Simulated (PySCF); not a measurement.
# SbH2: fields on a plane

These are results of PySCF, UPBE0, basis Sb def2-TZVP with ECP28, H def2-TZVP (scalar-relativistic core potentials, no spin–orbit coupling, density fitting), not measurements.

The doublet minimum has Sb–H 1.712 Å (×2); H–Sb–H 90.3°.

The plane holds Sb1 at (0.00, 0.00), H2 at (1.71, 0.00), H3 at (-0.01, 1.71) Å. Columns run from x = -1.95 to 4.05 Å, rows from y = 4.05 (top) to -1.95 Å, in steps of 0.3 Å. Other isomers or separated fragments may lie lower. Core electrons replaced by a potential are absent, the electrostatic potential uses the reduced nuclear charge, and values within about 0.7 Å of such atoms have no physical meaning.

Q: Give the electrostatic potential (V) (cut at 20 V). Lower edges of the bins (V): '0' -0.18, '1' -0.06, '2' 0.13, '3' 0.43, '4' 0.90, '5' 1.65, '6' 2.85, '7' 4.73, '8' 7.73, '9' 12.48; top 20.0.

A: 
```
111111110000000111111
111111110000000001111
111111110000000000111
111111111000000000011
111122222100000000001
111234443210000000001
112246775310000000000
222357997521000000000
223458998532000000000
334568997643210000000
345678998764322100000
456799999976553210000
457899999987875321100
457999999999997421111
357999999999997421111
346899999987876421111
245799999976554321111
234578998765432211111
123456777654322111111
112334555543221111111
111223344433221111111
```

Q: Give the electron density (e/Å³) (cut at 5 e/Å³). Lower edges of the bins (e/Å³): '0' 0.000, '1' 0.030, '2' 0.076, '3' 0.151, '4' 0.268, '5' 0.455, '6' 0.750, '7' 1.218, '8' 1.960, '9' 3.136; top 5.00.

A: 
```
000000000000000000000
000000000000000000000
000000000000000000000
000000000000000000000
000000000000000000000
000001111000000000000
000012332100000000000
000124664210000000000
000135775311000000000
001235665321100000000
001245665432110000000
012346776443321100000
012469999655542100000
013479999766763100000
013579999766763100000
013469999655542100000
012356776443321000000
011234544322110000000
001123332211000000000
000111111100000000000
000000000000000000000
```

No spin–orbit coupling is included, which matters more the heavier the element.
